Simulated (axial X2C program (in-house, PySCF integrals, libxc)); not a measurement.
**Low determinants of GaSi at the PBE0 level, without spin–orbit coupling**

Calculated with an axial X2C code built on PySCF integrals. Spin-free means the one-electron spin-free X2C Hamiltonian. Basis: Ga dyall-cv3z [9s9p7d4f1g], Si dyall-v3z [8s7p2d1f] (cores contracted in-house); Gaussian nuclei, density fitting, unrestricted open shells. Masses: Ga 68.926 u, Si 27.977 u.

Search at 2.400 Å (vertical energies from the lowest determinant):

```csv
ΔE (eV),state,electrons beyond evenly filled partner blocks,"electrons in σ, π, δ, φ"
0.00,"M_S = 3/2, Λ = 0","σα, π+α, π-α",23 18 4 0
0.31,"M_S = 1/2, Λ = 0","σβ, π+α, π-α",23 18 4 0
0.84,"M_S = 1/2, Λ = 2","σα, π+α, π+β",23 18 4 0
0.84,"M_S = 1/2, Λ = 0","σα, π+β, π-α",23 18 4 0
1.19,"M_S = 1/2, Λ = 1",π+α,24 17 4 0
1.27,"M_S = 1/2, Λ = 1","π+α, π+β, π-α",22 19 4 0
2.59,"M_S = 3/2, Λ = 1","2 × π+α, π-α",22 19 4 0
```

Lowest determinant, M_S = 3/2, Λ = 0 (beyond evenly filled blocks: σα, π+α, π-α): Re = 2.418 Å, ωe = 300.1 cm⁻¹.

The determinant in row 2 of the search, M_S = 1/2, Λ = 0 (beyond evenly filled blocks: σβ, π+α, π-α), was followed along the bond at PBE0; measured from the minimum of the lowest determinant it gives:

Te = 0.312 eV (2519 cm⁻¹), Re = 2.401 Å, ωe = 310.3 cm⁻¹.

Problem. Compare the bond of the determinant in row 2 with that of the lowest one.

Solution. At PBE0 its Re is 0.017 Å shorter and its force constant, which goes as ωe², is 1.07 times that of the lowest determinant. This determinant mixes spin states, so it has no term energy of its own.

The search compares states at one distance, so a state with another bond length can lie lower; it is not exhaustive and yields mostly the lowest determinant of each block pattern, so other components and higher states of one pattern are missing. These are energies of single determinants, not of spin-adapted states; PBE0 term energies can be off by some tenths of an eV, and the functional has no current term. The lowest determinant need not be the ground state where others lie within half an eV. Row 2 is spin-contaminated (⟨S²⟩ = 1.78 against 0.75), so its values are not those of a pure state.
